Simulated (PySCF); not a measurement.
# Spin-rotation constants: SMILES C#CC[C@@H]1C(=O)O[C@H]1C, C7H8O2

Geometry (Å), atoms numbered from 1 in this order:
```xyz
17

C     3.0314    0.3294    0.5312
C     2.1651    0.1413   -0.2721
C     1.0841   -0.0774   -1.2126
C    -0.2332   -0.3005   -0.4729
C    -1.4946   -0.2721   -1.3236
O    -1.9182   -0.8905   -2.2457
O    -2.0359    0.7849   -0.6759
C    -0.8916    0.9164    0.2080
C    -1.2536    0.7796    1.6698
H     3.8091    0.4886    1.2167
H     1.3030   -0.9560   -1.8254
H     1.0009    0.7889   -1.8761
H    -0.1663   -1.1787    0.1715
H    -0.3861    1.8665    0.0128
H    -0.3432    0.7693    2.2635
H    -1.8744    1.6152    1.9819
H    -1.8035   -0.1435    1.8389
```

Theory: PySCF, GIAO KT3/pcSseg-1 magnetisability, rotational g tensor and spin-rotation constants, non-relativistic, gas phase. Geometry: GFN2-xTB.

**Question.** Give the nuclear spin-rotation constants along the inertial axes (H = +C I·J) beside the isotropic shieldings.

**Answer.** Rotational constants 2.5653, 1.2135, 0.8819 GHz. A star marks the isotopologue with that one atom substituted, in its own axes.
| atom | isotope | Caa (kHz) | Cbb (kHz) | Ccc (kHz) | mean (kHz) | σ (ppm) |
| --- | --- | --- | --- | --- | --- | --- |
| H10 | 1H | -0.027 | -0.111 | -0.100 | -0.080 | 30.3 |
| H11 | 1H | -0.277 | 0.014 | -0.068 | -0.110 | 28.8 |
| H12 | 1H | -0.267 | -0.124 | 0.024 | -0.122 | 29.1 |
| H13 | 1H | -0.282 | -0.143 | 0.049 | -0.125 | 28.7 |
| H14 | 1H | -0.204 | -0.117 | 0.026 | -0.098 | 27.5 |
| H15 | 1H | 0.035 | -0.119 | -0.099 | -0.061 | 30.2 |
| H16 | 1H | -0.228 | -0.027 | -0.068 | -0.107 | 29.9 |
| H17 | 1H | -0.228 | -0.125 | -0.006 | -0.120 | 30.5 |
| C1 | 13C* | 0.236 | 0.309 | 0.264 | 0.269 | 119.4 |
| C2 | 13C* | 0.172 | 0.343 | 0.308 | 0.274 | 108.7 |
| C3 | 13C* | 0.390 | 0.184 | 0.135 | 0.236 | 161.7 |
| C4 | 13C* | 0.545 | 0.231 | 0.203 | 0.326 | 123.9 |
| C5 | 13C* | 1.046 | 0.427 | 0.282 | 0.585 | 24.5 |
| O6 | 17O* | -1.073 | -0.585 | -0.207 | -0.622 | -66.4 |
| O7 | 17O* | -0.932 | -0.364 | -0.215 | -0.503 | 28.7 |
| C8 | 13C* | 0.487 | 0.326 | 0.208 | 0.340 | 109.5 |
| C9 | 13C* | 0.401 | 0.175 | 0.137 | 0.237 | 161.8 |

For the geometry as given, no vibrational averaging.
